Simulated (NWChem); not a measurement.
C2HF2O2, doublet; SMILES O=C(O)[C](F)F

```xyz
7

O      1.1808    -1.3582     0.0236
C      0.1231    -0.7720     0.0499
O     -1.0819    -1.3588     0.1101
C      0.0179     0.6661     0.0500
F      1.0677     1.4163    -0.0828
F     -1.1104     1.3102    -0.0167
H     -0.9173    -2.3133     0.1301
```
Atoms are numbered in this order, from 1.

All runs: NWChem. Pople sets run with spherical d functions. Spin-unrestricted. Structure relaxed at the PBE0/def2-SVP, spin-unrestricted level. No stability test was run on the SCF state. Atomic charges in e: unrestrained fits to the electrostatic potential beside Mulliken populations; buried atoms are poorly determined by the fit.

For level UHF/6-31G*:

- Mulliken O1 = -0.54
- ESP C2 = 0.66
- Mulliken C2 = 0.69
- Mulliken O3 = -0.74
- Mulliken C4 = 0.81
- Mulliken F5 = -0.36

What are these values for level B3LYP/def2-SVP?


- Mulliken O1: -0.21
- ESP C2: 0.56
- Mulliken C2: 0.10
- Mulliken O3: -0.18
- Mulliken C4: 0.32
- Mulliken F5: -0.11
